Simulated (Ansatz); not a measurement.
RuNO₄H₃⁺, that is RuO4(NH3) with one electron fewer. The state is a doublet with charge 1. Geometry PBE-D4/def2-SVP, that of the neutral singlet; atoms count from 1.

```xyz
9

Ru   -1.0336    0.2612   -0.5248
O    -2.5121    0.6351   -1.2751
N     1.1602   -0.2933    0.5885
H     1.9466    0.1755    0.1204
H     1.3446   -1.3047    0.5684
H     1.1626    0.0037    1.5730
O    -0.1143   -0.4312   -1.7853
O    -1.4818   -0.8241    0.7139
O    -0.4723    1.7778    0.0210
```

In the def2 sets Ru takes a core potential; there is no spin–orbit coupling. The charge 1 doublet is spin-contaminated (final ⟨S²⟩ up to 1.45, 0.75 for a pure state).

Problem. Estimate the Mulliken populations from the PBE0/def2-TZVP orbitals of Ansatz.

Solution. 
```tsv
atom	charge (e)	spin (α − β)	d electrons
Ru1	1.48	-0.19	5.63
O2	-0.20	-0.86	–
N3	-0.45	0.42	–
H4	0.34	0.00	–
H5	0.34	0.00	–
H6	0.34	0.00	–
O7	-0.28	0.55	–
O8	-0.28	0.55	–
O9	-0.28	0.55	–
```
Mulliken values depend strongly on the basis.

Problem. Where does the spin sit?

Solution. Summed by element: Ru -0.19, O 0.78, N 0.42, H -0.01, of 1 unpaired in all. Largest on single atoms: O2 -0.86, O7 0.55, O9 0.55.

Problem. And the Mayer bond orders between heavy atoms (over 0.3)?

Solution. Ru1–O2 1.62 (1.70 Å); Ru1–N3 0.33 (2.52 Å); Ru1–O7 1.44 (1.71 Å); Ru1–O8 1.44 (1.71 Å); Ru1–O9 1.44 (1.71 Å).
